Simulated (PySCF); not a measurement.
From one molecule to another.

First species: 2,2-dimethylbutane, C6H14.
Bonds: C1–C2, C2–C3, C3–C4, C3–C5, C3–C6. Hydrogens: H7, H8, H9 on C1; H10, H11 on C2; H12, H13, H14 on C4; H15, H16, H17 on C5; H18, H19, H20 on C6.

Second species: C4H4F2O.
SMILES: `FC(F)OC1=CC1`

Levels: CAM-B3LYP/def2-SVPD for dipole moment, HOMO energy, LUMO energy, HOMO–LUMO gap, static isotropic polarisability and electronic spatial extent ⟨r²⟩ about the centre of nuclear charge; TDDFT CAM-B3LYP/def2-SVPD for lowest singlet excitation; TDA CAM-B3LYP/def2-SVPD for lowest triplet excitation (Tamm–Dancoff); GFN2-xTB for rotational constant A and rotational constant C. Geometries: GFN2-xTB. Each structure is a single optimised conformer of the isolated species, non-relativistic unless stated; the electronic structure was computed with PySCF and density fitting.

Dipoles, sizes and rotational constants follow the conformer. The torsions of the flexible species, by atom-mapped SMILES:
- `[CH3:1][CH2:2][C:3]([CH3:4])([CH3:5])[CH3:6]`: C1–C2–C3–C4 180°
- `[F:1][CH:2]([F:3])[O:4][C:5]1=[CH:6][CH2:7]1`: F1–C2–O4–C5 141°, C2–O4–C5–C6 175°

Q: Which has the higher static isotropic polarisability?

A: The first: 73.8 au against 51.9 au, a difference of 21.9 au.

Q: Which of the two has the higher ⟨r²⟩, and by how much?

A: The second: 801 bohr² against 696 bohr², a difference of 105 bohr².

Q: Which has the higher dipole moment?

A: The second: 2.45 D against 0.05 D, a difference of 2.40 D.

Q: Which of the two has the higher HOMO–LUMO gap, and by how much?

A: The first: 11.41 eV against 9.81 eV, a difference of 1.60 eV.

Q: Which has the higher S1 energy?

A: The first: 8.61 eV against 6.62 eV, a difference of 1.99 eV.

Q: Which has the higher LUMO energy?

A: The first: 1.31 eV against 1.20 eV, a difference of 0.11 eV.

Q: Which has the higher T1 energy?

A: The first: 8.43 eV against 4.32 eV, a difference of 4.11 eV.

Q: Which has the higher rotational constant A?

A: The second: 6.593 GHz against 4.330 GHz, a difference of 2.263 GHz.

On the first: The vertical singlet–triplet gap S1 − T1 is 0.18 eV (TDDFT singlet less Tamm–Dancoff triplet; S1: HOMO→LUMO, weight 0.94; T1: HOMO→LUMO, weight 0.88). The polarisability is 10.94 Å³ as a volume (1 au = 0.148185 Å³), or 1.48 au for each of the 50 electrons.

On the second: The polarisability is 7.69 Å³ as a volume (1 au = 0.148185 Å³), or 0.96 au for each of the 54 electrons. No computed singlet falls in the visible range (750 to 380 nm, 1.65 to 3.26 eV); S1 lies 3.36 eV above its blue end.
